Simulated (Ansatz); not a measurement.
`C[S][GeH2][S]C`, relaxed with RKS PBE-D4/def2-SVP in Ansatz 0.2.0 from a rough embedded geometry. The force threshold is 0.03 eV/Å; the program also tests the step.

The species carries charge 0 and has multiplicity 1.

Start:

```xyz
13

C     1.120    0.926   -1.732
S     1.574    0.936    0.047
Ge   -0.533    1.003    0.663
S    -1.679   -0.819    0.067
C    -0.626   -1.938    1.098
H     0.621    1.872   -1.982
H     0.571    0.052   -1.981
H     2.108    0.950   -2.271
H    -0.659    1.182    2.192
H    -1.255    2.264    0.006
H    -0.981   -2.954    0.951
H    -0.758   -1.603    2.152
H     0.499   -1.870    0.791
```

| step | energy (eV) | largest force (eV/Å) | largest move (Å) |
| --- | --- | --- | --- |
| 1 | -80358.1363 | 2.067 | 0.000 |
| 2 | -80358.3310 | 0.671 | 0.195 |
| 3 | -80358.3853 | 0.236 | 0.086 |
| 4 | -80358.3974 | 0.106 | 0.081 |
| 5 | -80358.4010 | 0.024 | 0.066 |
| 6 | -80358.4029 | 0.105 | 0.105 |
| 7 | -80358.4041 | 0.053 | 0.028 |
| 8 | -80358.4053 | 0.013 | 0.072 |

End:

```xyz
13

C     1.164    0.846   -1.719
S     1.467    1.115    0.073
Ge   -0.661    1.180    0.776
S    -1.685   -0.724    0.183
C    -0.564   -1.917    1.015
H     0.822    1.777   -2.213
H     0.415    0.043   -1.870
H     2.128    0.535   -2.165
H    -0.571    1.356    2.316
H    -1.481    2.308    0.094
H    -0.795   -2.918    0.601
H    -0.732   -1.932    2.110
H     0.495   -1.669    0.800
```

Run time 16 s (4 threads of an Arm Neoverse V1 on a shared host); peak host memory 0.21 GiB.
